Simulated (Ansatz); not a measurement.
ClH$_{5}$OSSi$_{2}$, SMILES `O[SiH2][SiH](S)Cl`, relaxed with RKS PBE-D4/def2-SVP in Ansatz 0.2.0 from a rough embedded geometry. The force threshold is 0.03 eV/Å; the program also tests the step.

Charge 0, multiplicity 1.

Start:

```xyz
10

O    -0.256    0.171   -2.012
Si    0.802    0.420   -0.800
Si   -0.043   -0.131    1.313
S    -0.637   -2.094    1.376
Cl   -1.673    1.055    1.692
H    -0.762    0.909   -2.393
H     1.152    1.889   -0.894
H     2.017   -0.338   -1.122
H     0.938    0.204    2.403
H    -1.539   -2.084    0.436
```

| step | energy (eV) | largest force (eV/Å) | largest move (Å) |
| --- | --- | --- | --- |
| 1 | -41210.4704 | 2.531 | 0.000 |
| 2 | -41210.7973 | 0.652 | 0.194 |
| 3 | -41210.8404 | 0.412 | 0.162 |
| 4 | -41210.8786 | 0.326 | 0.172 |
| 5 | -41210.8964 | 0.321 | 0.196 |
| 6 (rejected) | -41210.8490 | 1.652 | 0.199 |
| 7 | -41210.9102 | 0.179 | 0.099 |
| 8 | -41210.9254 | 0.180 | 0.099 |
| 9 | -41210.9376 | 0.167 | 0.147 |
| 10 (rejected) | -41210.9298 | 0.499 | 0.195 |
| 11 | -41210.9445 | 0.144 | 0.095 |
| 12 | -41210.9454 | 0.108 | 0.016 |
| 13 | -41210.9466 | 0.074 | 0.027 |
| 14 | -41210.9472 | 0.031 | 0.016 |
| 15 | -41210.9474 | 0.017 | 0.013 |
| 16 | -41210.9478 | 0.036 | 0.040 |
| 17 | -41210.9481 | 0.050 | 0.027 |
| 18 | -41210.9483 | 0.053 | 0.031 |
| 19 | -41210.9483 | 0.039 | 0.018 |
| 20 | -41210.9484 | 0.022 | 0.005 |

End:

```xyz
10

O    -0.412    0.067   -1.804
Si    0.903    0.451   -0.799
Si   -0.021   -0.016    1.305
S    -0.720   -2.048    1.196
Cl   -1.630    1.362    1.336
H    -1.215    0.569   -1.565
H     1.347    1.886   -0.932
H     2.013   -0.474   -1.198
H     0.723    0.117    2.600
H    -0.988   -1.916   -0.139
```

Hardware: 4 threads of an Intel Xeon Platinum 8259CL on a shared host. Wall time 26 s, peak host memory 0.19 GiB.
